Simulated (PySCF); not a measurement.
**Spin–spin coupling constants**

Geometry:
```
atom   x (Å)   y (Å)   z (Å)
  B1  -0.322   0.120   0.001
  C2   1.226   0.278  -0.123
  C3   2.109  -0.459   0.571
  H4   1.641   1.081  -0.747
  H5   1.781  -1.254   1.248
  H6   3.190  -0.283   0.517
  C7  -1.269   1.345  -0.207
  C8  -0.853   2.584  -0.520
  H9  -2.352   1.200  -0.095
 H10   0.209   2.818  -0.647
 H11  -1.547   3.420  -0.662
 C12  -0.971  -1.259   0.334
 C13  -0.451  -2.446  -0.022
 H14  -1.967  -1.274   0.801
 H15   0.514  -2.510  -0.536
 H16  -0.972  -3.394   0.155
```

Method: B3LYP/pcJ-1 (spin–dipole term only in couplings to heteroatoms)//PBE0-D3(BJ)/def2-SVP, PySCF; isolated molecule, single conformer, non-relativistic. Couplings are averaged over pairs made equivalent by symmetry, fast rotation or ring inversion, so a value needn't be that of the named pair in this geometry, while other rotamers aren't included; one pair stands for each set, and the list holds those of at least 0.8 Hz over up to four bonds.

Isotopes: 13C, 1H, 11B.

| pair | bonds | J (Hz) |
| --- | --- | --- |
| B1, C2 | 1 | ? |
| C2, C3 | 1 | 63.5 |
| C2, H4 | 1 | 145.3 |
| C3, H5 | 1 | ? |
| B1, C3 | 2 | 2.1 |
| B1, H4 | 2 | 2.5 |
| C2, C7 | 2 | 4.9 |
| C3, H4 | 2 | ? |
| H5, H6 | 2 | 4.7 |
| B1, H5 | 3 | ? |
| C2, C8 | 3 | 2.8 |
| C2, H9 | 3 | 3.7 |
| H4, H5 | 3 | 17.4 |

Question: Estimate the withheld couplings, with signs.

Answer: 
- 1J(B1,C2) = 66.9 Hz (mean over equivalent pairs that range from 65.4 to 69.0 Hz in this conformer)
- 1J(C3,H5) = 165.5 Hz (bond length 1.095 Å)
- 2J(C3,H4) = -3.9 Hz
- 3J(B1,H5) = 7.7 Hz (mean over equivalent pairs that range from 5.5 to 9.7 Hz in this conformer)
